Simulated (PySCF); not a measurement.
## Working out the ionisation energy of Co(2+)

Co(2+) [Ar] 3d7 (4F) → Co(3+) [Ar] 3d6 (5D). Computed with PySCF 2.14 in Sapporo-DKH3-DZP-2012, with the spin-free X2C one-electron Hamiltonian (Gaussian nucleus). Frozen: [Ar]. Energies in hartree (1 hartree = 27.21139 eV):

| part | Co(2+) (lower) | Co(3+) (upper) |
| --- | --- | --- |
| UHF | -1391.019188 | -1389.872698 |
| MP2 opposite-spin | -0.079085 | -0.033599 |
| MP2 same-spin | -0.061338 | -0.047250 |

Task: What does Hartree-Fock give?

Result: (-1389.872698) − (-1391.019188) = 1.146490 hartree = 31.198 eV.

Task: What do MP2 and SCS-MP2 (6/5 opposite-spin, 1/3 same-spin) give?

Result: The opposite-spin parts differ by 1.238 eV and the same-spin parts by 0.383 eV. MP2: 31.198 + (1.238) + (0.383) = 32.819 eV. SCS-MP2: 31.198 + 1.2 × (1.238) + (0.383)/3 = 32.811 eV.

Reference: 33.5 ± 0.06 eV (semi-empirical (NIST evaluation); NIST Atomic Spectra Database, ionization energies), between the lowest levels; spin-orbit coupling is absent from the calculation.

A double-zeta basis recovers only part of the correlation energy.

What remains against the reference includes basis incompleteness, the frozen core and correlation beyond second order.
